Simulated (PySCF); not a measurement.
# Ne⁺ (neon, charge +1): UHF calculation

Configuration: [He] 2s2 2p5, 2P determinant. Computed with PySCF 2.14 in 6-31G*, with the non-relativistic Hamiltonian (point nucleus).

```
Total energy                                                  : -127.750609 hartree
One-electron energy                                           : -174.9108 hartree
Hartree (Coulomb) energy                                      : 58.7860 hartree
Exchange energy                                               : -11.6258 hartree
Kinetic energy                                                : 127.66142 hartree
⟨S²⟩                                                          : 0.7519
⟨L²⟩                                                          : 2.005
Sum of ⟨r⟩                                                    : 6.467 bohr
Sum of ⟨r²⟩                                                   : 6.926 bohr²
Traceless quadrupole moment −½Σ⟨3z² − r²⟩ along its main axis : 0.432 e·bohr²
Density at the nucleus (Gaussians lack the cusp)              : 583 bohr⁻³
Spin density at the nucleus                                   : 0.321 bohr⁻³
Langevin diamagnetic susceptibility                           : -5.49 ×10⁻⁶ cm³/mol
Time after the integrals                                      : 0.08 s of wall time on 1 thread of Neoverse-N1 (shared host)
```

```
shell  electrons  mean orbital energy (hartree)  spread (hartree)  rms radius, mean of both spins (bohr)
 1s α          1                      -33.66409                 0                                  0.183
 1s β          1                      -33.60084                 0                                  0.183
 2s α          1                       -2.73870                 0                                  0.960
 2s β          1                       -2.51464                 0                                  0.960
 2p α          3                       -1.65695           0.12738                                   1.00
 2p β          2                       -1.55068                 0                                   1.00
```
